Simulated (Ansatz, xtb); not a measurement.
Relative energy of two structures of CH6GeS

We compare I, a singlet given by its coordinates, with II, `C[S][GeH3]`, a singlet. Both are isolated molecules in the gas phase, relaxed with PBE0-D3(BJ)/def2-SVP.

I (Å):

| atom | x (Å) | y (Å) | z (Å) |
| --- | --- | --- | --- |
| C | -0.9141 | 0.8436 | -1.5660 |
| Ge | -0.4624 | 0.6514 | 0.3875 |
| S | -0.0210 | -1.9240 | 0.0549 |
| H | -0.8117 | 1.9192 | -1.7959 |
| H | -0.2521 | 0.2964 | -2.2532 |
| H | -1.9608 | 0.5689 | -1.7681 |
| H | 1.1252 | 0.7059 | 0.1600 |
| H | -1.1480 | -2.4485 | 0.5874 |
| H | 0.6769 | -2.1074 | 1.1972 |

Close contacts (Å): C1–Ge2 2.01, Ge2–S3 2.63, C1–H4 1.10, C1–H5 1.10, C1–H6 1.10, Ge2–H7 1.60, S3–H8 1.35, S3–H9 1.35.

II (Å):

```csv
atom,x (Å),y (Å),z (Å)
C,-1.5951,0.7004,-1.0816
Ge,0.7178,-1.0373,0.0186
S,-1.1509,0.0359,0.5536
H,-0.8232,1.3830,-1.4659
H,-1.7761,-0.1025,-1.8108
H,-2.5268,1.2671,-0.9481
H,1.7520,-0.0485,-0.5557
H,0.4235,-2.1232,-1.0356
H,1.2339,-1.6687,1.3194
```

Estimate which is lower in electronic energy at CCSD(T)/def2-TZVP, and by roughly how much.

The CCSD(T)/def2-TZVP calculation puts structure II lower, by 1.278 eV.

Level by level:

```
               level              geometry  E(II) − E(I) (eV)  departure from the last row (eV)  job, with rough time for the two
            GFN2-xTB              GFN2-xTB              −0.802                            +0.476              optimisation, 0.15 s
           HF/STO-3G              GFN2-xTB              −3.009                            −1.731              single point, 0.32 s
  r2SCAN-D4/def2-SVP              GFN2-xTB              −1.180                            +0.097               single point, 3.3 s
PBE0-D3(BJ)/def2-SVP  PBE0-D3(BJ)/def2-SVP              −1.188                            +0.090                optimisation, 35 s
        HF/def2-TZVP  PBE0-D3(BJ)/def2-SVP              −1.394                            −0.117           part of the CCSD(T) run
       MP2/def2-TZVP  PBE0-D3(BJ)/def2-SVP              −1.352                            −0.074           part of the CCSD(T) run
   CCSD(T)/def2-TZVP  PBE0-D3(BJ)/def2-SVP              −1.278                                                  single point, 63 s
```

None of the levels shown reverses the order. The largest departure from CCSD(T)/def2-TZVP is that of HF/STO-3G, 1.731 eV.

With harmonic frequencies from PBE0-D3(BJ)/def2-SVP (ideal gas, rigid rotor, one conformer each, 298.15 K, 1 atm): the zero-point term adds +0.042 eV; ΔH is −1.262 and ΔG −1.202 eV.

The correlated steps freeze 15 core orbitals; the filled d shell of Ge is correlated, in a basis made for valence electrons. Mirror images aren't counted in ΔG. Programs: Ansatz 0.2.0, xtb 6.7.1; the last row on 2 threads of Arm Neoverse V1 on a shared host.
